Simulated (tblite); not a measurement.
Compound: C5H10BFO2.
Bonds: C1–C2 (double), C2–F3, C2–O4, O4–B5, B5–O6, O6–C7, C7–C8, C7–C9. Hydrogens: H10, H11 on C1; H12 on B5; H13 on C7; H14, H15, H16 on C8; H17, H18, H19 on C9.

Computed with GFN2-xTB (tblite), gas phase: L-BFGS steps from a force-field or distance-geometry start until the largest atomic force falls under 0.01 eV/Å.

Step 114: E = -815.7671 eV
```
atom  x, y, z in Å  |  force x, y, z in eV/Å
C1      3.4606    0.6311   -0.4437    0.051   0.126  -0.035
C2      2.7299   -0.0688    0.4030   -0.135  -0.083   0.076
F3      3.3229   -0.8865    1.3028    0.003  -0.030   0.038
O4      1.4074   -0.0491    0.4469   -0.047   0.001  -0.008
B5      0.5499   -0.9540    1.0405    0.022  -0.040  -0.005
O6     -0.7611   -0.8290    0.8730   -0.004   0.012  -0.015
C7     -1.4250    0.2139    0.1573    0.029   0.022   0.005
C8     -1.0147    0.2441   -1.3135   -0.001   0.021   0.013
C9     -2.9295   -0.0091    0.3024    0.030  -0.048   0.030
H10     2.9743    1.2769   -1.1468    0.056   0.027  -0.052
H11     4.5295    0.5843   -0.4216    0.045  -0.009  -0.010
H12     0.9286   -1.8540    1.6927   -0.036   0.008  -0.030
H13    -1.1452    1.1646    0.6286    0.002   0.064   0.006
H14    -1.2503   -0.7132   -1.7731    0.030   0.031  -0.043
H15     0.0508    0.4363   -1.4070   -0.034  -0.059   0.003
H16    -1.5529    1.0360   -1.8295   -0.043  -0.050   0.011
H17    -3.2260   -0.8940   -0.2542   -0.012  -0.002  -0.019
H18    -3.4812    0.8510   -0.0712    0.056  -0.048   0.019
H19    -3.1777   -0.1711    1.3477   -0.013   0.055   0.016
```

Step 115: E = -815.7683 eV
```
atom  x, y, z in Å  |  force x, y, z in eV/Å
C1      3.4540    0.6421   -0.4394    0.023   0.003   0.088
C2      2.7261   -0.0706    0.4037   -0.039   0.035  -0.036
F3      3.3214   -0.8959    1.2940    0.023  -0.034   0.036
O4      1.4042   -0.0520    0.4516   -0.046  -0.001  -0.018
B5      0.5500   -0.9619    1.0414   -0.017  -0.021  -0.016
O6     -0.7612   -0.8373    0.8697   -0.002   0.018  -0.008
C7     -1.4200    0.2105    0.1556    0.003   0.018   0.022
C8     -1.0124    0.2370   -1.3160   -0.021   0.005   0.014
C9     -2.9273   -0.0017    0.3043    0.039  -0.029   0.013
H10     2.9653    1.2929   -1.1348    0.035   0.042  -0.062
H11     4.5241    0.5956   -0.4232    0.002  -0.009  -0.002
H12     0.9292   -1.8616    1.6927   -0.034  -0.002  -0.028
H13    -1.1321    1.1601    0.6259   -0.008   0.041  -0.005
H14    -1.2466   -0.7210   -1.7744    0.021   0.012  -0.034
H15     0.0518    0.4297   -1.4131   -0.008  -0.046   0.005
H16    -1.5539    1.0246   -1.8340   -0.045  -0.025   0.008
H17    -3.2313   -0.8892   -0.2454    0.000   0.019  -0.012
H18    -3.4732    0.8609   -0.0751    0.074  -0.076   0.023
H19    -3.1778   -0.1528    1.3507    0.002   0.050   0.013
```

Step 116: E = -815.7705 eV
```
atom  x, y, z in Å  |  force x, y, z in eV/Å
C1      3.4457    0.6711   -0.4179   -0.039  -0.029   0.121
C2      2.7198   -0.0718    0.4040    0.071   0.069  -0.054
F3      3.3205   -0.9438    1.2515   -0.033   0.061  -0.063
O4      1.3995   -0.0445    0.4675   -0.013  -0.031  -0.022
B5      0.5512   -0.9688    1.0422   -0.078  -0.001  -0.011
O6     -0.7599   -0.8459    0.8620   -0.001   0.010   0.010
C7     -1.4113    0.2067    0.1469    0.018   0.013   0.007
C8     -1.0171    0.2115   -1.3294   -0.024  -0.034  -0.005
C9     -2.9201    0.0158    0.3116    0.041  -0.017   0.022
H10     2.9574    1.3618   -1.0800    0.092  -0.052   0.029
H11     4.5159    0.6052   -0.4139   -0.029   0.017  -0.019
H12     0.9321   -1.8707    1.6899   -0.045   0.005  -0.045
H13    -1.1037    1.1571    0.6055   -0.025   0.010  -0.023
H14    -1.2635   -0.7502   -1.7765    0.023   0.039   0.001
H15     0.0482    0.3926   -1.4420   -0.021  -0.038   0.023
H16    -1.5585    0.9955   -1.8520   -0.039  -0.007   0.007
H17    -3.2408   -0.8753   -0.2223    0.009   0.006  -0.005
H18    -3.4621    0.8772   -0.0755    0.089  -0.055   0.015
H19    -3.1631   -0.1141    1.3627    0.004   0.034   0.012
```

**Question.** Estimate the geometry and energy of step 117. (The exact step hangs on the optimiser's Hessian estimate; all steps are aligned on step 116, rigid shifts and turns removed.)

**Answer.** E = -815.7721 eV, largest force 0.100 eV/Å
```
atom  x, y, z in Å  |  force x, y, z in eV/Å
C1      3.4469    0.6761   -0.4115   -0.015   0.004   0.076
C2      2.7182   -0.0691    0.4040    0.052   0.038  -0.019
F3      3.3188   -0.9506    1.2414   -0.032   0.043  -0.042
O4      1.3983   -0.0389    0.4719   -0.006  -0.034  -0.029
B5      0.5518   -0.9688    1.0404   -0.084   0.007  -0.009
O6     -0.7592   -0.8474    0.8585    0.002   0.004   0.023
C7     -1.4101    0.2059    0.1451    0.007   0.003   0.005
C8     -1.0208    0.2064   -1.3318   -0.016  -0.018  -0.016
C9     -2.9182    0.0176    0.3139    0.015  -0.004   0.018
H10     2.9640    1.3754   -1.0679    0.082  -0.043   0.020
H11     4.5164    0.6014   -0.4100   -0.022   0.021  -0.016
H12     0.9326   -1.8728    1.6849   -0.040   0.005  -0.046
H13    -1.0998    1.1570    0.6003   -0.022   0.005  -0.019
H14    -1.2673   -0.7558   -1.7763    0.011   0.015  -0.002
H15     0.0441    0.3858   -1.4470   -0.007  -0.027   0.017
H16    -1.5636    0.9884   -1.8559   -0.033  -0.003   0.009
H17    -3.2434   -0.8750   -0.2157    0.020   0.017   0.005
H18    -3.4581    0.8791   -0.0760    0.082  -0.056   0.011
H19    -3.1604   -0.1051    1.3659    0.006   0.025   0.014
```

The energy changes by -0.0017 eV. The first-order estimate −F·Δx gives -0.0020 eV and the mean of the old and new forces, exact on a quadratic surface, -0.0017 eV. The step makes an angle of 79° with the force vector and moves no atom by more than 0.019 Å.

The cost below is that of the whole relaxation. Time: 3.0 s. Hardware: one thread, Intel Xeon at 2.70 GHz (x86_64), shared host with 64 logical CPUs at a one-minute load of 61.
